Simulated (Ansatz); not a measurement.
Input file for Ansatz (a first-principles code): R-CCSD(T)/aug-cc-pV(D+d)Z on FH5Si (a complex), monomers drawn apart or pushed together. Files ending in .json are basis or fitting sets from the Basis Set Exchange.

Ansatz 0.2 input:
```yaml
crystal:
  periodic: [false, false, false]
  atoms:
    - {symbol: F, position_ang: [-0.20220298, -0.42935252, -0.46784282]}
    - {symbol: H, position_ang: [-0.10078953, -0.77048519, 0.39115753]}
    - {symbol: Si, position_ang: [-0.02676131, 0.17870045, 3.32299093]}
    - {symbol: H, position_ang: [0.05887935, -0.97350422, 2.38230868]}
    - {symbol: H, position_ang: [1.06094215, 1.12686177, 3.00827489]}
    - {symbol: H, position_ang: [0.12675162, -0.35352389, 4.69312327]}
    - {symbol: H, position_ang: [-1.34518784, 0.82401162, 3.16025917]}
basis:
  gaussian:
    orbitals: aug-cc-pV_D+d_Z.json
magnetization: {spin_polarized: false}
correlation: {method: ccsd_t, electrons: outside_noble_gas}
scf: {lower_state_search: off}
```

Program output:

```
WARN ansatz: RAYON_NUM_THREADS=2 ignored (pool sized by the plan → 2); use --threads N
Functional definition: HF
these checks for a lower state are left out or cut short: stability, starts, cluster_reference, orbital_swaps, neighbouring_geometries, increment
integrals: 0.13 GiB planned
972 factors; integrals over basis functions are off by at most 9.9e-4 eV
mean field: 0.19 GiB planned
mean field evaluation 1: about -10645.6895 eV, gradient 2.6e1 eV
mean field evaluation 2: about -10645.6887 eV, gradient 2.6e1 eV
mean field evaluation 4: about -10647.3445 eV, gradient 2.2e0 eV
mean field evaluation 8: about -10647.3728 eV, gradient 8.3e-2 eV
mean field -10647.37288267 eV, -391.2837363897 hartree, gradient 3.0e-6 eV, S^2 0.000000; 0 other end points of the search recorded, 0 dependent functions left out
6 core orbitals not correlated
reference -10647.37288267 eV, -391.2837363897 hartree; 8, 8 occupied and 86, 86 virtual orbitals, 972 factors
second order -9.42042878 eV of doubles, -0.00000000 eV of singles
coupled cluster: 0.37 GiB planned
cycle   1  -10.02131312 eV  change   -6.0e-1 eV  update   7.7e-2
cycle   2  -10.32279914 eV  change   -3.0e-1 eV  update   2.3e-2
cycle   3  -10.39019410 eV  change   -6.7e-2 eV  update   1.1e-2
cycle   4  -10.38553747 eV  change    4.7e-3 eV  update   2.4e-3
cycle   5  -10.38509144 eV  change    4.5e-4 eV  update   8.0e-4
cycle   6  -10.38524941 eV  change   -1.6e-4 eV  update   2.5e-4
cycle   7  -10.38514807 eV  change    1.0e-4 eV  update   6.7e-5
cycle   8  -10.38512497 eV  change    2.3e-5 eV  update   2.1e-5
cycle   9  -10.38513146 eV  change   -6.5e-6 eV  update   7.2e-6
perturbative correction -0.20089941 eV, -0.0073829171 hartree
Total energy: -10657.95891354 eV, -391.6727658487 hartree
Checks for a lower state left out: stability, starts, cluster_reference, orbital_swaps, neighbouring_geometries, increment
```

The run converged.

Cost: around 7 core-seconds (rough).
